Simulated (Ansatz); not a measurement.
Stepwise reaction of `FB(S)S` with methanol, as a gas-phase model of exchange steps in deposition or etching. ΔE in kJ/mol.

Computed with Ansatz on PBE0-D4/def2-TZVP structures; ΔE is electronic, products minus reactants. CCSD(T)/CBS adds triple-zeta CCSD(T) − MP2 to the extrapolated MP2 energy (def2 sets, frozen cores). This one scheme is used for every species. DFT in def2-TZVPP. B3LYP here is the variant with VWN-RPA as its local correlation; programs differ in this. Each species was taken in one conformer, which may not be the lowest.

| step | reaction | PBE-D4 | B3LYP-D4 | ωB97M-V | CCSD(T)/CBS |
| --- | --- | --- | --- | --- | --- |
| 1 | `FB(S)S` + CH₃OH → `COB(F)S` + H₂S | -60.0 | -73.3 | -73.4 | -71.3 |
| 2 | `COB(F)S` + CH₃OH → `COB(F)OC` + H₂S | -57.6 | -70.4 | -70.0 | -68.4 |

Question: By hand: ΔE of the 2 steps together at CCSD(T)/CBS.

Answer: (-71.3) + (-68.4) = -139.7 kJ/mol, or -69.8 kJ/mol a step.

In ΔE the steps differ by no more than 2.9 kJ/mol. All are downhill at CCSD(T)/CBS. PBE-D4 differs from CCSD(T)/CBS by 10.8 to 11.3 kJ/mol a step. Isolated molecules leave out the surface, adducts and barriers. Largest T1 diagnostic: 0.013.
